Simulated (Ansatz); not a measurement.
Gas-phase electronic energies from Ansatz, PBE0-D4/def2-TZVP geometries. CCSD(T)/CBS adds triple-zeta CCSD(T) − MP2 to the extrapolated MP2 energy (def2 sets, frozen cores). This one scheme is used for every species. DFT in def2-TZVPP. B3LYP here is the variant with VWN-RPA as its local correlation; programs differ in this. Each species was taken in one conformer, which may not be the lowest.

Consider the redistribution: `CO[SiH](O)O` + `[AlH2][O][SiH2]S` → `O[SiH](O)[O][AlH2]` + `CO[SiH2]S`.

| level | ΔE (kJ/mol) | difference from CCSD(T)/CBS |
| --- | --- | --- |
| PBE-D4 | 6.3 | 0.4 |
| r2SCAN-D4 | 6.1 | 0.2 |
| PBE0-D4 | 6.3 | 0.4 |
| B3LYP-D4 | 6.6 | 0.7 |
| ωB97M-V | 6.2 | 0.3 |
| B2PLYP | 5.5 | -0.4 |
| PBE | 5.4 | -0.5 |
| r2SCAN | 5.9 | 0.0 |
| B3LYP | 5.1 | -0.8 |
| HF/def2-TZVPP | 5.6 | -0.3 |
| MP2/def2-TZVPP | 6.1 | 0.2 |
| SCS-MP2/def2-TZVPP | 6.0 | 0.1 |
| CCSD/def2-TZVPP | 5.9 | 0.0 |
| HF/def2-QZVPP | 5.4 | -0.5 |
| HF/CBS(def2) | 5.4 | -0.5 |
| CCSD/CBS(def2) | 5.7 | -0.2 |
| CCSD(T)/CBS | 5.9 | 0 |

Largest T1 diagnostic among the species: 0.012.
